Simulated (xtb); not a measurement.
F$_{2}$La, sextet, geometry from GFN2-xTB of the parent state (such geometries of metal compounds can be far from the true shape) (the multiplicity is a formal guess); GFN2-xTB run with xtb.

Input for xtb:
```
$ xtb mol.xyz --gfn 2 --chrg 0 --uhf 5 --json

# file mol.xyz
3

La     0.35119851     0.23883053     0.07480380
F     -1.58633943     0.28362235    -1.33070388
F     -0.63791783    -1.79621569     0.85694648
```

Output, abridged:

```
   ID    Z sym.   atoms
    1   57 La     1
    2    9 F      2, 3

           -------------------------------------------------
          |                Calculation Setup                |
           -------------------------------------------------

           -------------------------------------------------
          |                 G F N 2 - x T B                 |
           -------------------------------------------------

          ...................................................
          :                      SETUP                      :
          :.................................................:
          :  # basis functions                  18          :
          :  # atomic orbitals                  17          :
          :  # shells                            7          :
          :  # electrons                        17          :
          :  max. iterations                   250          :
          :  Hamiltonian                  GFN2-xTB          :
          :  restarted?                      false          :
          :  GBSA solvation                  false          :
          :  PC potential                    false          :
          :  electronic temp.          300.0000000     K    :
          :  accuracy                    1.0000000          :
          :  -> integral cutoff          0.2500000E+02      :
          :  -> integral neglect         0.1000000E-07      :
          :  -> SCF convergence          0.1000000E-05 Eh   :
          :  -> wf. convergence          0.1000000E-03 e    :
          :  Broyden damping             0.4000000          :
          :  net charge                          0          :
          :  unpaired electrons                  5          :
          ...................................................

 iter      E             dE          RMSdq      gap      omega  full diag
   1      5.3500314  0.535003E+01  0.576E+01    0.16       0.0  T
   2    -10.2069913 -0.155570E+02  0.141E+01    0.05       1.0  T
   3    -10.2853848 -0.783935E-01  0.102E+01    0.03       1.0  T
   4    -10.3579837 -0.725988E-01  0.881E+00    0.03       1.0  T
   5    -10.3623620 -0.437836E-02  0.935E+00    0.02       1.0  T
   6     -9.9048982  0.457464E+00  0.985E+00    0.08       1.0  T
   7     -9.9098289 -0.493075E-02  0.984E+00    0.07       1.0  T
   8    -10.3099327 -0.400104E+00  0.654E+00    0.06       1.0  T
   9    -10.3578663 -0.479336E-01  0.574E+00    0.06       1.0  T
[...]
         :: total energy             -10.408476103903 Eh    ::
[...]
        12        0.2080           -0.4063114             -11.0563 (LUMO)
        13        0.0135           -0.4035033             -10.9799
        14                         -0.3754128             -10.2155
        15                         -0.0070567              -0.1920
        16                          0.1317894               3.5862
        17                          0.2293782               6.2417
      -------------------------------------------------------------
                  HL-Gap            0.0025632 Eh            0.0697 eV
             Fermi-level           -0.5368420 Eh          -14.6082 eV

     #   Z          covCN         q      C6AA      α(0)
     1  57 La       1.215    -0.537  2065.333   173.038
     2   9 F        0.607     0.269     7.394     3.207
     3   9 F        0.607     0.269     7.394     3.207

 Mol. C6AA /au·bohr⁶  :       2457.663415
 Mol. C8AA /au·bohr⁸  :     566675.836654
 Mol. α(0) /au        :        179.452613

Wiberg/Mayer (AO) data.
largest (>0.10) Wiberg bond orders for each atom

 ---------------------------------------------------------------------------
     #   Z sym  total        # sym  WBO       # sym  WBO       # sym  WBO
 ---------------------------------------------------------------------------
     1  57 La   0.953 --     2 F    0.476     3 F    0.476
     2   9 F    1.125 --     3 F    0.648     1 La   0.476
     3   9 F    1.125 --     2 F    0.648     1 La   0.476
 ---------------------------------------------------------------------------

Topologies differ in total number of bonds
Writing topology from bond orders to xtbtopo.mol

molecular dipole:
                 x           y           z       tot (Debye)
 q only:       -1.485      -1.010      -0.316
   full:       -0.547      -0.372      -0.117       1.708
molecular quadrupole (traceless):
                xx          xy          yy          xz          yz          zz
 q only:       -0.160       0.760       0.582       2.175      -2.808      -0.423
  q+dip:        0.644       1.754       0.456       2.278      -2.277      -1.101
   full:       -0.661      -0.828       0.097      -0.109      -0.406       0.563

           -------------------------------------------------
          | TOTAL ENERGY              -10.408476103903 Eh   |
          | GRADIENT NORM               0.011156061666 Eh/α |
          | HOMO-LUMO GAP               0.069747000756 eV   |
           -------------------------------------------------

normal termination of xtb
```
